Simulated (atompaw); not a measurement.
## Yb (Z = 70): PAW (atompaw) pseudisation with PBEsol, scalar-relativistic reference atom.

```json
{
 "Element": "Yb (Z = 70)",
 "Generator": "atompaw 4.2.0.5",
 "Type": "PAW",
 "Functional": "PBEsol",
 "Relativity": "scalar-relativistic",
 "Frozen core": "[Kr] 4d10",
 "Valence charge": "24",
 "Reference configuration": "4f14 5s2 5p6 5d0 6s2 6p0",
 "Partial waves": "5s (bound): rc 1.75 bohr; 6s (bound): rc 1.90 bohr; 5p (bound): rc 1.90 bohr; 6p (bound, empty): rc 3.00 bohr; 5d (bound, empty): rc 3.00 bohr; 5d channel at 1.35 Ry: rc 3.00 bohr; 4f (bound): rc 0.60 bohr; 4f channel at 0.15 Ry: rc 0.60 bohr",
 "Local potential": "bessel scheme, radius 2.20 bohr",
 "Core correction": "smooth core density matched at 2.50 bohr",
 "Augmentation charge": "sinc compensation charge, radius 2.45 bohr; PAW radius 3.00 bohr; waves and projectors: custom rrkj gramschmidtortho"
}
```

All-electron outer shells of the reference configuration (PBEsol, scalar-relativistic, ld1.x):

```json
{"shell": "4p", "level (eV)": "-337.91", "outermost node (bohr)": "0.26", "outermost maximum (bohr)": "0.48"}
{"shell": "4d", "level (eV)": "-177.80", "outermost node (bohr)": "0.24", "outermost maximum (bohr)": "0.49"}
{"shell": "5s", "level (eV)": "-54.97", "outermost node (bohr)": "0.58", "outermost maximum (bohr)": "1.07"}
{"shell": "5p", "level (eV)": "-27.46", "outermost node (bohr)": "0.62", "outermost maximum (bohr)": "1.24"}
{"shell": "6s", "level (eV)": "-3.94", "outermost node (bohr)": "1.46", "outermost maximum (bohr)": "3.28"}
{"shell": "4f", "level (eV)": "-3.06", "outermost node (bohr)": "–", "outermost maximum (bohr)": "0.49"}
{"shell": "6p", "level (eV)": "-1.08", "outermost node (bohr)": "1.81", "outermost maximum (bohr)": "4.66"}
{"shell": "5d", "level (eV)": "-0.68", "outermost node (bohr)": "0.70", "outermost maximum (bohr)": "2.12"}
```

(1) Estimate the cutoffs (Ry, on a coarse ladder) from which the occupation-weighted sum of valence levels, in a spherical-Bessel basis at the reference potential, stays within 10 and 1 mRy of its value at 400 Ry.

(2) What does a ghost test show?

(3) Is the overlap operator S = 1 + Σ q|β⟩⟨β| positive definite (Bessel basis up to 400 Ry)?

(4) Which valence shell sets the plane-wave cutoff?

Results:

(1) over 300 Ry and over 300 Ry.

(2) No extra level below or beside the all-electron valence levels (s, p, d, f tested).

(3) Yes: its lowest eigenvalue is 0.12 (s channel).

(4) 4f: its level needs over 300 Ry to come within 1 mRy, against 25 Ry for 6s.
